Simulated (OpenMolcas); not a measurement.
Ti2+: Racah parameters, the spin-orbit constant, worked from levels

- Program: OpenMolcas 26.06
- Basis: ANO-RCC-VTZP [6s5p3d2f1g]
- Scalar Hamiltonian: DKH2, point nucleus
- Active space: 2 electrons in 5 orbitals (3d)
- State averaging: 2S+1 = 3 even, 10 roots; 2S+1 = 1 even, 15 roots kept (CI in the orbitals of an earlier block)
- Spin-orbit coupling: state interaction with AMFI integrals over the reference wave functions, term energies averaged over their components

Methods: CASSCF; SS-CASPT2, IPEA 0.25 Eh, imaginary shift 0.1 Eh (closed shells correlated: 3s 3p). Measured levels: Corliss and Sugar, J. Phys. Chem. Ref. Data 8, 1 (1979).

**Racah parameters.** Above 3F, d2 has 3P at 15B, 1G at 12B + 2C and 1D at 5B + 2C. The first two fix B and C, and the third tests them; where it misses by thousands of cm-1, two parameters do not describe the configuration (Trees and configuration-interaction terms are left out) and B and C hang on the terms chosen. Term energies are centres of gravity, weighted by 2J + 1.

```csv
Source,3P,1G,B,C,C/B,"1D from B, C",1D found
CASSCF,13458,17412,897,3323,3.70,11131,11125
SS-CASPT2,10991,14818,733,3013,4.11,9691,7849
measured,10420,14156,695,2910,4.19,9295,8232
```

Energies in cm-1. From CASSCF to SS-CASPT2, B changes by -18.3 % and C by -9.3 %. Against the measured terms, SS-CASPT2 has B off by +5.5 % and C by +3.5 %.

**The spin-orbit constant.** For the Hund term 3F of d2, E(J) = (A/2) J(J+1) + constant and ζ = 2S·A = 2A. From J = 2 to J = 4 the energy changes by 7 A.

| Source | E(4) - E(2) | A | ζ |
| --- | --- | --- | --- |
| CASSCF | 445.5 | 63.6 | 127 |
| SS-CASPT2 | 446.7 | 63.8 | 128 |
| measured | 420.4 | 60.1 | 120 |

All in cm-1. SS-CASPT2 is off by +6.3 % and CASSCF by +6.0 %. Both methods take the spin-orbit matrix elements from the reference wave functions, so the second can move ζ only through the term energies and any multistate remixing. Second-order mixing with other terms is absorbed into this ζ.

Term energies are means over components that CASPT2 splits; among the terms shown or strongly mixed into the levels shown the widest spread is 800 cm-1 (3d2 1G, SS-CASPT2). Terms from blocks run as CI alone lack orbitals of their own. Without dynamic correlation excited terms often stand tens of per cent too high (terms of higher spin than the ground term too low), and those without a measured partner can miss by more than the paired ones (holds for CASSCF). Computed and measured levels are paired by configuration, term and J; levels that our copy of the source lacks, or whose pairing is in doubt (as where it misses far off the trend of its configuration), stay unpaired and out of the deviations. Levels of configurations outside the active space are missing.
